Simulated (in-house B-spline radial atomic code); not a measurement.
**BLYP excitations of Tc7+**

Method: BLYP. Computed with an all-electron radial atomic-structure program (B-spline basis): linear response of the closed shell [Ar] 3d10 4s2 4p6 with the functional's adiabatic kernel; scalar-relativistic (spin-free one-electron X2C), finite nucleus, no spin-orbit coupling, no double excitations, S, P, D and F terms only; shells from n = 2 respond. Only terms of natural parity with L up to 3 were computed.

Command:
```bash
python run_td.py task.json out
```
Settings (radii: box in bohr, nucleus in fm):
```
Z                        43
electrons                36
configuration            [Ar] 3d10 4s2 4p6
hamiltonian              x2c
method                   b88,lyp
box_radius               12.81
rms_radius               4.41117
intervals                70
```

Cost of the run: 0.8 s on 1 thread of Intel(R) Xeon(R) 6975P-C (Granite Rapids), with other jobs on the host.

The lowest states, in the order of their Tamm-Dancoff energies; the method's threshold (minus the highest occupied level) is 141.98 eV. Labels give the largest channel, * marks a mixed state, and oscillator strengths are full-response dipole values. Semilocal kernels can invert the small singlet-triplet splittings of Rydberg terms. Energies in eV:

```tsv
state	full response	Tamm-Dancoff	oscillator strength
4p → 4d 3P	42.20	42.30	-
4p → 4d 3F	42.63	42.75	-
4p → 4d 1F	45.76	45.79	-
4p → 4d 1P	?	?	?
4p → 5s 3P	?	?	-
4p → 5s 1P	68.42	68.44	0.614
4s → 4d 3D	73.14	73.20	-
4s → 4d 1D	76.51	76.58	-
4p → 5p 3S	76.80	76.82	-
4p → 5p 3D	77.33	77.34	-
```

(1) Where does 4p → 5s 3P lie?

(2) Where does 4p → 4d 1P lie?

(3) How large is the singlet-triplet splitting of 4p → 4d (F terms) in Tamm-Dancoff?

(4) What polarisabilities and dispersion coefficient does the method give?

## Answers

(1) At 67.48 eV in full response, 67.49 eV in Tamm-Dancoff.

(2) At 56.47 eV in full response, 58.49 eV in Tamm-Dancoff, oscillator strength 5.37.

(3) 3.04 eV, from the unrounded values.

(4) Dipole 1.439 bohr³, quadrupole 1.806 bohr⁵, C6 3.565 hartree·bohr⁶ for two such species.
